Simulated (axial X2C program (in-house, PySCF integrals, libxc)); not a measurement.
## PtB: from the spin-free to the two-component result

Computed with an in-house all-electron X2C program for linear molecules (integrals from PySCF). Spin-free means the one-electron spin-free X2C Hamiltonian; two-component (2c) means X2C with spin–orbit coupling and atomic mean-field two-electron Coulomb and Gaunt terms, so the difference of the two also holds small scalar two-electron terms. Basis: Pt dyall-cv3z [13s14p9d6f4g], B dyall-v3z [7s6p2d1f] (cores contracted in-house); Gaussian nuclei, density fitting, unrestricted open shells. Masses: Pt 194.965 u, B 11.009 u.

Spin-free state: M_S = 1/2, Λ = 0 (beyond evenly filled blocks: σα); fragments Pt + B.

```
  level  Re (Å)  ωe (cm⁻¹)  De (eV)  μ (D)
   PBE0   1.751      929.3    5.525  -1.17
     HF   1.773      816.6    2.530  -1.41
    MP2   1.727     1089.6    6.260    n/a
   CCSD   1.751      933.8    5.072    n/a
CCSD(T)   1.759      937.0      n/a    n/a
  B3LYP   1.759      911.6    5.416  -1.08
```

Correlated methods: 13 electrons correlated (number of frozen shells: Pt 5 s, 4 p, 2 d, 1 f; B 1 s), 267 virtual spin orbitals or spinors in MP2, 89 natural virtuals in coupled cluster.

Dipoles are positive if B is the positive end.

Two-component determinant lowest at the distance of the search:

Ω = 1/2 (⟨Sz⟩ = 0.52, ⟨Lz⟩ = -0.02 at HF); fragments Pt + B.

| level | Re (Å) | ωe (cm⁻¹) | De (eV) | μ (D) |
| --- | --- | --- | --- | --- |
| PBE0 | 1.752 | 924.7 | 5.236 | -1.18 |
| HF | 1.776 | 807.4 | 2.219 | -1.45 |
| MP2 | 1.725 | 1102.7 | 5.874 | n/a |
| CCSD | 1.752 | 932.2 | 4.709 | n/a |
| CCSD(T) | 1.759 | 940.7 | n/a | n/a |
| B3LYP | 1.761 | 906.5 | 5.079 | -1.10 |

Question: From the two tables, how do the constants change at the CCSD(T) level (2c against spin-free)?

Answer: At the CCSD(T) level Re is unchanged within 0.001 Å and ωe goes up by 3.7 cm⁻¹.

One determinant describes the state; a PBE0 search over occupations chose it and may have missed a lower one. Dissociation energies refer to the lowest single-determinant-based atoms at the same level and basis. De is not given where an atomic determinant may have missed its ground term or J level, or where the truncated virtual space spoils (T). Density functionals use the spin component along the axis (collinear). CCSD and (T) use frozen natural virtuals with an MP2 correction for the truncation; (T) itself is uncorrected, so its De runs slightly low. The 2c atoms are single determinants rather than J levels; their spin–orbit lowering is only partly caught, and De is too large by that part. This holds for PBE0, MP2, CCSD, B3LYP. Without a current term, density functionals place determinants with orbital angular momentum somewhat too high. Some points did not converge and are left out. The determinant is spin-polarised beyond a pure state at some levels (its spin-free form has ⟨S²⟩ too high), which makes Re and μ there less reliable.
